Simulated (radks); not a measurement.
Results of a calculation; reference values are marked as such.
Charge is removed step by step from the 3d level of Cu+, starting from [Ar] 3d10. Level of theory: scalar-relativistic Kohn-Sham, PBE, spin-unpolarised, spherical densities, point nucleus (a radial shooting solver on a logarithmic mesh with Libxc functionals).

[
 {"removed (e)": "0", "E - E(0) (eV)": "0.000", "eigenvalue (eV)": "-13.659", "E minus straight line (eV)": "0.000"},
 {"removed (e)": "0.1", "E - E(0) (eV)": "1.437", "eigenvalue (eV)": "-15.082", "E minus straight line (eV)": "-0.697"},
 {"removed (e)": "0.2", "E - E(0) (eV)": "3.018", "eigenvalue (eV)": "-16.547", "E minus straight line (eV)": "-1.249"},
 {"removed (e)": "0.3", "E - E(0) (eV)": "4.747", "eigenvalue (eV)": "-18.053", "E minus straight line (eV)": "-1.653"},
 {"removed (e)": "0.4", "E - E(0) (eV)": "6.629", "eigenvalue (eV)": "-19.597", "E minus straight line (eV)": "-1.904"},
 {"removed (e)": "0.5", "E - E(0) (eV)": "8.668", "eigenvalue (eV)": "-21.179", "E minus straight line (eV)": "-1.999"},
 {"removed (e)": "0.6", "E - E(0) (eV)": "10.866", "eigenvalue (eV)": "-22.799", "E minus straight line (eV)": "-1.933"},
 {"removed (e)": "0.7", "E - E(0) (eV)": "13.228", "eigenvalue (eV)": "-24.454", "E minus straight line (eV)": "-1.704"},
 {"removed (e)": "0.8", "E - E(0) (eV)": "15.758", "eigenvalue (eV)": "-26.145", "E minus straight line (eV)": "-1.308"},
 {"removed (e)": "0.9", "E - E(0) (eV)": "18.458", "eigenvalue (eV)": "-27.870", "E minus straight line (eV)": "-0.741"},
 {"removed (e)": "1", "E - E(0) (eV)": "21.332", "eigenvalue (eV)": "-29.628", "E minus straight line (eV)": "0.000"}
]

Removing the whole electron costs 21.332 eV by Delta-SCF, against 13.659 eV from minus the eigenvalue at the starting occupation. Slater's transition state (half an electron removed) gives 21.179 eV. Integrating minus the eigenvalue over the occupation (Janak's theorem) gives 21.334 eV. In this scalar-relativistic scheme the density is built from large components alone, so the theorem holds only approximately. The mean slope of the eigenvalue, de/dn, is 16.0 eV per electron. Ionisation energy of Cu+ in the NIST Atomic Spectra Database: 20.292 eV (measured).

Beside tabulated values, note that spin-unpolarised runs miss the spin-polarisation part of the exchange energy of open shells.
